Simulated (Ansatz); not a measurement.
Consider the substitution at a C–Ge bond: `[CH3][Ge]([CH3])([CH3])[Cl]` + `[OH][Y]([OH])[OH]` → `C[O][Y]([OH])[OH]` + `[CH3][GeH]([CH3])[Cl]`.

Program: Ansatz. Geometries: PBE0-D4/def2-TZVP. ΔE: electronic, gas phase. CBS: MP2 limit from def2 TZ/QZ plus the TZ coupled-cluster correction, frozen cores. DFT in def2-TZVPP. B3LYP here is the variant with VWN-RPA as its local correlation; programs differ in this. def2 core potentials past Kr. For Ge, Y outer-core shells are correlated without core-valence functions, which leaves a few kJ/mol of doubt a bond. Scalar relativity is left out up to krypton. One conformer a species, not always the lowest.

`[CH3][Ge]([CH3])([CH3])[Cl]`:

Z-matrix (Å, degrees):
```
C
Ge 1 1.945
H 1 1.090 2 110.1
H 1 1.090 2 110.1 3 -119.9
H 1 1.092 2 110.1 3 120.0
C 2 1.945 1 112.7 3 175.5
C 2 1.945 1 112.7 3 -55.6
Cl 2 2.182 1 106.0 3 60.0
H 6 1.090 2 110.1 1 -175.6
H 6 1.090 2 110.1 1 -55.7
H 6 1.092 2 110.1 1 64.4
H 7 1.092 2 110.1 1 -64.5
H 7 1.090 2 110.1 1 175.4
H 7 1.090 2 110.1 1 55.5
```

`[OH][Y]([OH])[OH]`:

Cartesian coordinates in Å:
```
O -0.241 2.014 0.003
Y 0.000 0.000 0.000
O 0.210 -0.994 -1.755
O 0.031 -1.020 1.753
H -0.354 2.959 0.006
H 0.309 -1.458 -2.580
H 0.046 -1.500 2.575
```

`C[O][Y]([OH])[OH]`:

```xyz
10

C    -1.869   -0.214    1.177
O    -0.704   -0.068    0.444
Y     1.005    0.118   -0.631
O     1.787    1.961   -0.957
O     1.906   -1.545   -1.367
H    -2.143   -1.271    1.295
H    -2.713    0.294    0.691
H    -1.766    0.216    2.182
H     2.158    2.824   -1.113
H     2.340   -2.316   -1.720
```

`[CH3][GeH]([CH3])[Cl]`:

Z-matrix (Å, degrees):
```
C
Ge 1 1.942
H 1 1.091 2 109.8
H 1 1.092 2 110.1 3 -119.9
H 1 1.090 2 110.2 3 119.9
C 2 1.942 1 113.3 3 56.2
Cl 2 2.173 1 106.7 3 -60.9
H 2 1.540 1 112.0 3 -175.8
H 6 1.092 2 110.1 1 63.9
H 6 1.090 2 109.8 1 -56.0
H 6 1.090 2 110.2 1 -176.0
```

```json
{"level": "r2SCANh-D4", "ΔE (kJ/mol)": "91.0", "difference from CCSD(T)/CBS": "-5.9"}
{"level": "ωB97X-V", "ΔE (kJ/mol)": "87.9", "difference from CCSD(T)/CBS": "-9.0"}
{"level": "B3LYP", "ΔE (kJ/mol)": "79.8", "difference from CCSD(T)/CBS": "-17.1"}
{"level": "r2SCANh", "ΔE (kJ/mol)": "89.8", "difference from CCSD(T)/CBS": "-7.1"}
{"level": "CAM-B3LYP", "ΔE (kJ/mol)": "81.9", "difference from CCSD(T)/CBS": "-15.0"}
{"level": "MP2/def2-SVP", "ΔE (kJ/mol)": "79.9", "difference from CCSD(T)/CBS": "-17.0"}
{"level": "HF/def2-TZVPP", "ΔE (kJ/mol)": "76.3", "difference from CCSD(T)/CBS": "-20.6"}
{"level": "SCS-MP2/def2-TZVPP", "ΔE (kJ/mol)": "94.2", "difference from CCSD(T)/CBS": "-2.7"}
{"level": "CCSD(T)/def2-TZVPP", "ΔE (kJ/mol)": "93.9", "difference from CCSD(T)/CBS": "-3.0"}
{"level": "HF/def2-QZVPP", "ΔE (kJ/mol)": "74.8", "difference from CCSD(T)/CBS": "-22.1"}
{"level": "CCSD(T)/CBS", "ΔE (kJ/mol)": "96.9", "difference from CCSD(T)/CBS": "0"}
```

Largest T1 diagnostic among the species: 0.014.

From PBE to PBE0 (25 % exact exchange), in def2-TZVPP and without D4, ΔE moves by +3.0 kJ/mol. In def2-TZVPP, CCSD(T) changes the Hartree–Fock value by +17.6 kJ/mol (the triples alone add +1.2 kJ/mol) and MP2 by +26.7 kJ/mol. The D4 term adds +5.9 kJ/mol with B3LYP and +3.4 kJ/mol with PBE0; it sums over pairs of atoms, weighted by their polarisabilities, and B3LYP, whose exchange is more repulsive, gets the larger term.
